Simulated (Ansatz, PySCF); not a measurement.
Gas-phase reaction R1 → P1, each structure at its B3LYP-D3(BJ)/def2-TZVP stationary point, reached from a drawn start; harmonic modes at that level show minima.
P1, C2Fe (SMILES [C]1[C][Fe]1) (charge 0, multiplicity 5):
```xyz
3

Fe     0.0000     0.0000    -1.2078
C      0.6381     0.0000     0.6039
C     -0.6381     0.0000     0.6039
```
R1, C2Fe (SMILES [C][C][Fe]) (charge 0, multiplicity 5):
| atom | x (Å) | y (Å) | z (Å) |
|---|---|---|---|
| Fe | 0.0000 | 0.0000 | -1.6095 |
| C | 0.0000 | 0.0000 | 0.1673 |
| C | 0.0000 | 0.0000 | 1.4420 |

```csv
level,reaction energy (kcal/mol),cost
HF/def2-SVP,1.86,-
HF/def2-TZVPP,-1.47,-
HF/def2-QZVPP,-1.43,-
SVWN5/def2-TZVPP,-13.35,×0.6
PBE/def2-TZVPP,-10.25,×1
PBE-D3(BJ)/def2-TZVPP,-10.14,×1
BLYP-D3(BJ)/def2-TZVPP,-7.24,×1
BLYP-D4/def2-TZVPP,-7.36,×1
revPBE/def2-TZVPP,-9.08,×0.9
revPBE-D4/def2-TZVPP,-8.96,×0.9
r2SCAN/def2-TZVPP,-13.14,×2
r2SCAN-D3(BJ)/def2-TZVPP,-13.10,×2
r2SCAN-D4/def2-TZVPP,-13.11,×2
B97M-V/def2-TZVPP,-11.77,×3
B3LYP/def2-TZVPP,-12.11,×0.6
B3LYP-D3(BJ)/def2-TZVPP,-11.91,×0.6
PBE0/def2-TZVPP,-15.30,×0.6
PBE0-D3(BJ)/def2-TZVPP,-15.19,×0.6
PBE0-D4/def2-TZVPP,-15.23,×0.6
BHLYP/def2-TZVPP,-16.20,×0.7
BHLYP-D3(BJ)/def2-TZVPP,-16.08,×0.7
BHLYP-D4/def2-TZVPP,-16.11,×0.7
M06-2X/def2-TZVPP,-21.89,-
CAM-B3LYP-D3(BJ)/def2-TZVPP,-15.33,×0.7
CAM-B3LYP-D4/def2-TZVPP,-15.37,×0.7
wB97X-V/def2-TZVPP,-18.10,×1
wB97M-V/def2-TZVPP,-19.17,×2
B2PLYP/def2-TZVPP,-15.43,×1
B2PLYP-D3(BJ)/def2-TZVPP,-15.33,×1
B2PLYP-D4/def2-TZVPP,-15.37,×1
MP2/def2-SVP,-52.29,-
MP2/def2-TZVPP,-51.23,-
"MP2/CBS(def2-TZVPP, def2-QZVPP)",-62.60,-
SCS-MP2/def2-SVP,-52.38,-
SCS-MP2/def2-QZVPP,-61.99,-
CCSD/def2-SVP,-29.13,-
CCSD/def2-TZVPP,-43.23,-
CCSD(T)/def2-SVP,-34.33,×0.5
CCSD(T)/def2-QZVPP,-30.22,×8
"CCSD(T)/CBS(def2-TZVPP, def2-QZVPP)",-14.34,×10
```

P less R. No zero-point or thermal terms; open shells are unrestricted; no spin–orbit coupling. The spin states of the d-block species are the ones drawn and need not be the lowest.

Cores are frozen in the correlated methods. CBS(a, b) extrapolates the correlation energy as X⁻³ and adds the Hartree–Fock energy of set b.

Doubts at one or more of the structures used: a spin-contaminated determinant (HF/def2-SVP, HF/def2-TZVPP, HF/def2-QZVPP, MP2/def2-SVP, MP2/def2-TZVPP, MP2/CBS(def2-TZVPP, def2-QZVPP), SCS-MP2/def2-SVP, SCS-MP2/def2-QZVPP, CCSD/def2-SVP, CCSD/def2-TZVPP, CCSD(T)/def2-SVP, CCSD(T)/def2-QZVPP, CCSD(T)/CBS(def2-TZVPP, def2-QZVPP)); T1 above 0.05 (CCSD/def2-SVP, CCSD/def2-TZVPP, CCSD(T)/def2-SVP, CCSD(T)/def2-QZVPP, CCSD(T)/CBS(def2-TZVPP, def2-QZVPP)); a doubt about the state reached (CCSD/def2-SVP, CCSD/def2-TZVPP, CCSD(T)/def2-SVP, CCSD(T)/CBS(def2-TZVPP, def2-QZVPP)).

Codes used: Ansatz (a first-principles code); PySCF for M06-2X and the D3/D4 terms. All values are computed, each at the level named.

Costs are rough ratios of core time to PBE/def2-TZVPP (about 60 s over the structures, on one shared machine); a dash marks a level with no comparable run of its own.
